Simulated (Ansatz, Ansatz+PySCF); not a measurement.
```json
{"atom": "Sc", "x (Å)": "-0.0411", "y (Å)": "0.0284", "z (Å)": "0.0023"}
{"atom": "F", "x (Å)": "1.7847", "y (Å)": "0.0285", "z (Å)": "-0.0169"}
{"atom": "F", "x (Å)": "-0.9022", "y (Å)": "1.6266", "z (Å)": "-0.0077"}
{"atom": "F", "x (Å)": "-0.9060", "y (Å)": "-1.5912", "z (Å)": "-0.0480"}
```

Basis set: def2-SVP (spherical functions). Frozen core: 8 orbitals. Charge 0, multiplicity 1.

Computed with Ansatz (development build ahead of 0.2.0); each method stands on the lowest determinant of its kind that the runs found. Restricted open shells among the atoms or ions are ROHF, correlated in semicanonical orbitals with singles. Restricted functionals stand beside restricted open-shell atoms, which can lie above the unrestricted atoms usual in DFT and then raise those values.

The atomization energy at this shape (free ground-state atoms in the same class of orbitals less the molecule, no zero-point energy) of singlet ScF₃:

```csv
method,atomization energy
ωB97X (restricted),19.93 eV
ωB97X (unrestricted),19.80 eV
r²SCAN (restricted),20.64 eV
r²SCAN (unrestricted),20.28 eV
PBE0 (unrestricted),19.46 eV
PBE0 (restricted),19.61 eV
PBE (restricted),20.94 eV
RHF-CCSD(T),18.70 eV
RHF-CCSD,18.47 eV
RHF-MP2,19.71 eV
RHF,14.49 eV
UHF,14.16 eV
```

Q: What does PBE (unrestricted) give?

A: 20.79 eV. Caution for r²SCAN (unrestricted), PBE (unrestricted): a free atom is spin contaminated.
